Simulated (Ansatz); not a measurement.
A nudged elastic band was laid between two geometries of CH6OSSi + H2O (13 atoms, charge 0, multiplicity 1).

The calculation used RKS PBE0/def2-SVP in Ansatz 0.2.0.

| Property | Result |
| --- | --- |
| movable images | 5 |
| climbing image | yes |
| spring | 5.0 eV/Å² |
| optimiser | quadratic models (default) |
| start path | through a guess of the saddle point |
| force threshold | 0.03 eV/Å |
| iteration limit | 60 |
| end points | relaxed |

First end point:

```xyz
13
Properties=species:S:1:pos:R:3
Si -0.321 0.410 -0.086
S 1.490 -0.414 -0.955
O -1.475 -0.773 0.076
C -1.323 -1.931 0.850
H -0.940 1.422 -0.966
H 0.118 0.890 1.256
H 1.902 2.062 -0.960
O 1.486 2.820 -0.523
H 0.944 -0.622 -2.174
H -1.160 -1.696 1.918
H -2.242 -2.532 0.770
H -0.474 -2.547 0.502
H 1.994 2.910 0.291
```

Last end point:

```xyz
13
Properties=species:S:1:pos:R:3
Si -0.655 1.113 0.548
S 2.761 0.080 -1.121
O -0.426 -0.430 -0.071
C -1.064 -1.568 0.443
H -2.055 1.568 0.327
H -0.361 1.043 2.014
H 2.370 0.395 -2.373
O 0.329 2.139 -0.276
H 1.566 -0.497 -0.834
H -0.911 -1.676 1.534
H -2.153 -1.550 0.249
H -0.649 -2.463 -0.047
H 1.249 1.847 -0.394
```

(1) What changes between the two ends?

(2) What energy profile does the band end with?

(3) What is the geometry of the highest image?

## Answers

(1) Bonds broken: Si1–S2, H7–O8. Bonds formed: Si1–O8, S2–H7. CH6OSSi + H2O becomes CH6O2Si + H2S.

(2) The forces met the threshold. The highest image is number 2 of 0 to 6, 93.1 kJ/mol above the first end and 127.9 kJ/mol above the last; the last end lies 34.9 kJ/mol below the first. The profile has 2 maxima (images 2, 4) with wells between them (image 3): this band takes more than one step, which may be the mechanism or a detour left from its start path. Neighbouring images differ by up to 1.2 eV, so the band resolves the path poorly. A vibrational analysis at the climbing image gives one clearly imaginary mode, 288i cm⁻¹: a first-order saddle point. The orbitals stay closed-shell, which can raise the energy where a bond breaks towards radicals; this wasn't checked here.

| image | path coordinate (Å) | energy (kJ/mol) | Si1–S2 (Å) | H7–O8 (Å) | Si1–O8 (Å) |
| --- | --- | --- | --- | --- | --- |
| 0 | 0.00 | 0.0 | 2.17 | 0.97 | 3.04 |
| 1 | 2.90 | 11.7 | 2.16 | 0.97 | 3.56 |
| 2 | 5.80 | 93.1 | 2.58 | 1.07 | 1.87 |
| 3 | 8.11 | -27.1 | 4.04 | 2.07 | 1.67 |
| 4 | 10.41 | -23.8 | 4.54 | 2.08 | 1.67 |
| 5 | 12.71 | -26.3 | 4.33 | 3.29 | 1.65 |
| 6 | 15.01 | -34.9 | 3.94 | 3.41 | 1.64 |

(3) 
```xyz
13
Properties=species:S:1:pos:R:3
Si -0.220 0.969 0.412
S 1.897 -0.472 0.109
O -1.265 -0.279 0.145
C -1.141 -1.669 0.274
H -1.211 2.085 0.247
H 0.409 1.243 1.736
H 1.658 1.098 -0.809
O 0.791 1.705 -0.977
H 1.575 -1.185 -0.994
H -0.310 -1.962 0.935
H -2.084 -2.063 0.683
H -0.975 -2.138 -0.711
H 0.877 2.669 -1.051
```

Time of the run: 14 min on 2 threads of Arm Neoverse V1, with other jobs on the host, peak memory 0.3 GiB.
